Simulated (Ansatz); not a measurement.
`B[SiH2]C(=N)O` + `N[SiH2]F` → `B[SiH2]N[SiH2]F` + `N=CO`  (ligand exchange at the Si–C bond)

Computed with Ansatz on PBE0-D4/def2-TZVP structures; ΔE is electronic, products minus reactants. CCSD(T)/CBS adds triple-zeta CCSD(T) − MP2 to the extrapolated MP2 energy (def2 sets, frozen cores). This one scheme is used for every species. DFT in def2-TZVPP. B3LYP here is the variant with VWN-RPA as its local correlation; programs differ in this. Each species was taken in one conformer, which may not be the lowest.

`B[SiH2]C(=N)O`:

Cartesian coordinates in Å:
```
B -0.577 -2.074 0.195
Si -0.136 -0.288 0.997
C 0.229 1.032 -0.324
N -0.602 1.960 -0.538
O 1.396 0.814 -0.980
H -1.070 -2.925 0.875
H -0.330 -2.343 -0.942
H 1.104 -0.491 1.805
H -1.208 0.241 1.875
H -0.319 2.590 -1.294
H 1.512 1.483 -1.669
```

`N[SiH2]F`:

```xyz
7

N    -0.676    0.169   -0.782
Si    0.340   -0.052    0.557
F     1.729   -0.786    0.228
H    -0.515    0.896   -1.459
H    -1.226   -0.583   -1.164
H    -0.355   -0.923    1.530
H     0.703    1.279    1.090
```

`B[SiH2]N[SiH2]F`:

Z-matrix (Å, degrees):
```
Si
N 1 1.759
B 1 2.024 2 102.2
H 1 1.493 2 110.6 3 121.0
H 1 1.492 2 108.4 3 -123.2
Si 2 1.692 1 119.1 3 -0.0
H 2 1.008 1 120.0 3 170.1
H 3 1.193 1 121.5 2 -115.9
H 3 1.197 1 118.6 2 80.7
F 6 1.638 2 103.2 1 20.6
H 6 1.481 2 113.4 1 137.3
H 6 1.480 2 116.6 1 -92.2
```

`N=CO`:

Z-matrix (Å, degrees):
```
C
O 1 1.336
N 1 1.258 2 122.1
H 1 1.092 2 110.5 3 -180.0
H 2 0.968 1 106.6 3 -0.0
H 3 1.014 1 111.3 2 180.0
```

| level | ΔE (kcal/mol) | difference from CCSD(T)/CBS |
| --- | --- | --- |
| r2SCAN-D4 | -17.6 | -0.7 |
| PBE0-D4 | -17.0 | -0.1 |
| ωB97X-V | -17.3 | -0.4 |
| ωB97M-V | -17.9 | -1.0 |
| B2PLYP | -16.1 | 0.8 |
| PBE | -14.9 | 2.0 |
| r2SCAN | -17.4 | -0.5 |
| PBE0 | -16.1 | 0.8 |
| B3LYP | -14.7 | 2.2 |
| MP2/def2-TZVPP | -17.9 | -1.0 |
| SCS-MP2/def2-TZVPP | -17.1 | -0.2 |
| CCSD/def2-TZVPP | -16.8 | 0.1 |
| HF/def2-QZVPP | -15.2 | 1.7 |
| MP2/def2-QZVPP | -17.8 | -0.9 |
| SCS-MP2/def2-QZVPP | -17.1 | -0.2 |
| MP2/CBS(def2) | -17.7 | -0.8 |
| CCSD(T)/CBS | -16.9 | 0 |

Largest T1 diagnostic among the species: 0.014.

From PBE to PBE0 (25 % exact exchange), in def2-TZVPP and without D4, ΔE moves by −1.2 kcal/mol. The D4 term adds −1.7 kcal/mol with B3LYP and −0.9 kcal/mol with PBE0; it sums over pairs of atoms, weighted by their polarisabilities, and B3LYP, whose exchange is more repulsive, gets the larger term.
